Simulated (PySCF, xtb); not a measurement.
Se(Br)(OH) (BrHOSe), SMILES O[Se]Br.

GFN2-xTB (xtb 6.7.1) at its own geometry gives an orbital gap of 2.88 eV and a dipole moment of 4.43 D.

Coordinates come from a B3LYP-D3(BJ)/def2-TZVP optimisation. The values are those of a single conformer.

What does ωB97X/def2-TZVPD (PySCF) give? (An estimate is asked for; the answer gives what the named calculation found.)

gap 8.72 eV (levels -9.20 and -0.48 eV), dipole 1.66 D.
